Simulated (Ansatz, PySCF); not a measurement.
BrCl, SMILES BrCl (connectivity only; charge and spin as stated), charge +1, multiplicity 2. Atoms are numbered in the order given.

```xyz
2

Cl     0.0000     0.0000    -1.3783
Br     0.0000     0.0000     0.6617
```
Charge +1, spin multiplicity 2.

Geometry optimised at PBE0-D3(BJ)/def2-TZVP. The multiplicity is an assumed one; other spin states were not compared.

Two levels are set side by side: PBE-D3(BJ)/def2-TZVP (Ansatz, a first-principles code) and PBE0-D3(BJ)/def2-TZVP (Ansatz). Each level has its own optimised geometry; the coordinates shown are those of the second. Frequencies come from the Hessian of PySCF at each geometry. Differences are taken from unrounded values.

```csv
quantity,PBE0-D3(BJ),PBE-D3(BJ),PBE-D3(BJ) minus PBE0-D3(BJ)
bond Cl1–Br2 (Å),2.040,2.072,0.032
highest harmonic wavenumber (cm⁻¹),529,487,-41
mean harmonic wavenumber (cm⁻¹),529,487,-41
zero-point energy (kcal/mol),0.76,0.70,-0.06
```
